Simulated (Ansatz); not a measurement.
Basis-set extrapolation for `CO[CH2][AlH][SiH3]` (PBE0-D4/def2-TZVP geometry, frozen core, Ansatz). Multiplicity 1, RHF reference.

```
                      def2-TZVPP   def2-QZVPP
                 HF  -686.720814  -686.744082
    MP2 correlation    -0.795051    -0.851272
CCSD(T) correlation    -0.890200      not run
```

Energies in hartree. Use E(X) = E(∞) + A·exp(−7.88·√X) for Hartree–Fock and E(X) = E(∞) + B·X^(−2.97) for correlation, with X = 3 and 4, and add CCSD(T) minus MP2 of the smaller set to the MP2 limit.

Task: What is the CCSD(T) energy at the basis-set limit?

Result: HF limit: -686.744082 + (-0.023268) × 0.13774 = -686.74729. MP2 limit: -0.851272 + (-0.056221) × 0.74074 = -0.89292. Higher-order term: -0.890200 − (-0.795051) = -0.09515. Total: -687.73536 hartree, 326.5 kJ/mol below CCSD(T)/def2-TZVPP.
